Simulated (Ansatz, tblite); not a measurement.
Removing and adding an electron: cyclo-(H2SiS)2 (Si2H4S2). Charge 0, multiplicity 1. Geometry: PBE0-D4/def2-SVP. Ansatz, gas phase; energy differences of separate SCF runs; the oxidised species was run as a doublet alone; the reduced species was run as a doublet alone.

```csv
atom,x (Å),y (Å),z (Å)
Si1,-1.146,-0.701,-0.403
H2,-1.246,-1.579,-1.603
H3,-2.458,-0.688,0.303
S4,-0.470,1.284,-0.901
Si5,1.146,0.701,0.402
H6,2.459,0.689,-0.301
H7,1.243,1.578,1.603
S8,0.471,-1.285,0.899
```

The xTB rows come from tblite.

```
             level  −HOMO (eV)  vertical IE (eV)  −LUMO (eV)  vertical EA (eV)  HOMO–LUMO gap (eV)  IE − EA (eV)                       remarks
          GFN2-xTB       10.72             13.47        6.54              3.88                4.18          9.60                             –
  PBE-D4/def2-TZVP        6.45              9.13        1.89                 –                4.56             –                             –
 PBE0-D4/def2-TZVP        7.64              9.54        1.04                 –                6.60             –                             –
PBE0-D4/def2-TZVPD        7.66                 –        1.19             -0.16                6.48             –  HOMO above zero (-1 doublet)
```

(1) Estimate the rows for GFN1-xTB, PBE-D4/def2-TZVPD, r2SCAN-D4/def2-TZVP, r2SCAN-D4/def2-TZVPD.

Answers

(1) 
```json
{"level": "GFN1-xTB", "−HOMO (eV)": "11.19", "vertical IE (eV)": "14.09", "−LUMO (eV)": "5.68", "vertical EA (eV)": "3.18", "HOMO–LUMO gap (eV)": "5.50", "IE − EA (eV)": "10.91", "remarks": "–"}
{"level": "PBE-D4/def2-TZVPD", "−HOMO (eV)": "6.49", "vertical IE (eV)": "–", "−LUMO (eV)": "2.01", "vertical EA (eV)": "0.03", "HOMO–LUMO gap (eV)": "4.48", "IE − EA (eV)": "–", "remarks": "HOMO above zero (-1 doublet)"}
{"level": "r2SCAN-D4/def2-TZVP", "−HOMO (eV)": "6.74", "vertical IE (eV)": "9.32", "−LUMO (eV)": "1.57", "vertical EA (eV)": "–", "HOMO–LUMO gap (eV)": "5.18", "IE − EA (eV)": "–", "remarks": "–"}
{"level": "r2SCAN-D4/def2-TZVPD", "−HOMO (eV)": "6.76", "vertical IE (eV)": "–", "−LUMO (eV)": "1.65", "vertical EA (eV)": "-0.13", "HOMO–LUMO gap (eV)": "5.11", "IE − EA (eV)": "–", "remarks": "HOMO above zero (-1 doublet)"}
```

   A HOMO above zero means that the electron is unbound at that level or that self-interaction error raises the level; the energy of removing that electron tells which. Raw xTB energy differences between charge states are shifted by several eV; the methods need an empirical correction for them. A negative affinity means that the extra electron isn't bound; its size then hangs on the basis.
